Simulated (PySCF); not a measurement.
## Computed data sheet: SeH2, `[SeH2]`

Compound: SeH2.
Cartesian coordinates in Å at the PBE0-D3(BJ)/def2-SVP level; atoms count from 1:
```
atom  x, y, z in Å
Se1    0.0048   -0.0078   -0.6850
H2     1.0478   -0.0166    0.3500
H3    -1.0526    0.0243    0.3350
```

PBE0-D3(BJ)/def2-SVP geometry optimisation, gas phase (PySCF):

```yaml
Point_group: C2v
Rotational_constants_A_B_C: 243.423, 227.226, 117.523 GHz
```

**B3LYP/def2-SVPD ground state and vertical TDDFT (core frozen in the response) (PySCF)**

```yaml
Dipole_moment: 0.67 D
HOMO_energy: -6.89 eV
LUMO_energy: -0.44 eV
HOMO–LUMO_gap: 6.45 eV
Lowest_singlet_excitation: 5.23 eV (237 nm, f = 0.000)
Strongest_line_among_the_10_lowest_singlet_transitions: S6 at 8.07 eV (154 nm, f = 0.192)
Lowest_triplet_excitation_Tamm–Dancoff: 4.76 eV
Static_isotropic_polarisability: 31.7 au
Electronic_spatial_extent_⟨r²⟩_about_the_centre_of_nuclear_charge: 59 bohr²
```

From KT2/pcSseg-1 ground state and GIAO shieldings, non-relativistic (PySCF):

```yaml
1H_chemical_shifts_computed_TMS_as_zero_by_class: 0.84 (H2/H3) ppm
Isotropic_shieldings_of_nuclei_other_than_C_and_H_by_class: 2099 (Se1) ppm
```

Monoisotopic mass from the formula: 81.9322 u.

The polarisability is 4.70 Å³ as a volume (1 au = 0.148185 Å³), or 0.88 au for each of the 36 electrons. In wavenumbers S1 is 42200 cm⁻¹ (1 eV = 8065.54 cm⁻¹). The dipole matches unit charges of opposite sign 0.14 Å apart (1 e·Å = 4.8032 D). A dipole of 0.67 D is allowed in C2v, and pure rotational transitions are dipole-allowed. The vertical singlet–triplet gap S1 − T1 is 0.47 eV (TDDFT singlet less Tamm–Dancoff triplet; S1: HOMO→LUMO+1, weight 1.00; T1: HOMO→LUMO+1, weight 0.99). The rotational constants make it an asymmetric top with κ = (2B − A − C)/(A − C) = 0.74, nearer the oblate limit (+1). S1 lies 1.22 eV below the HOMO–LUMO gap; its leading configuration is HOMO→LUMO+1, weight 1.00.

 Relativistic effects, spin–orbit coupling among them, are left out although an element past zinc is present. Atoms bound to Se lack the heavy atom's spin–orbit term in their shielding, so their NMR values are less reliable.
